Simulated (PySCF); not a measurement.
AlI₃, SMILES [I][Al]([I])[I].

Coordinates come from a PBE0-D3(BJ)/def2-SVP optimisation. The isomer is the one that the SMILES or the coordinates give; other isomers of the formula were not compared. The def2 effective core potentials stand for the cores of I; spin–orbit coupling is left out.

Two levels are set side by side: TDA-PBE/def2-SVPD (PySCF) and TDA-PBE0/def2-SVPD (PySCF). Vertical, same geometry. The lowest singlet is HOMO→LUMO 100 % with PBE and HOMO→LUMO 99 % with the other functional; states are paired by order. Differences are taken from unrounded values.

| quantity | TDA-PBE0 |
|---|---|
| lowest singlet excitation (eV) | 4.55 |
| lowest triplet excitation (TDA) (eV) | 4.26 |
| first bright state (f over 0.05) (eV) | 5.36 |
| its oscillator strength | 0.15 |

**Question.** What does TDA-PBE give, and how far is it from TDA-PBE0? (An estimate is asked for; the answer gives what the named calculation found.)

**Answer.** 
```json
[
 {"quantity": "lowest singlet excitation (eV)", "TDA-PBE": "3.96", "TDA-PBE minus TDA-PBE0": "-0.59"},
 {"quantity": "lowest triplet excitation (TDA) (eV)", "TDA-PBE": "3.73", "TDA-PBE minus TDA-PBE0": "-0.53"},
 {"quantity": "first bright state (f over 0.05) (eV)", "TDA-PBE": "4.82", "TDA-PBE minus TDA-PBE0": "-0.54"},
 {"quantity": "its oscillator strength", "TDA-PBE": "0.11", "TDA-PBE minus TDA-PBE0": "-0.03"}
]
```

A lower first singlet is the usual sign of a functional without exact exchange. Differences between two approximate levels are no errors against the true value.

Rough cost on one machine, each run with all the roots and properties that it gave: TDA-PBE0 against TDA-PBE about 2 times.
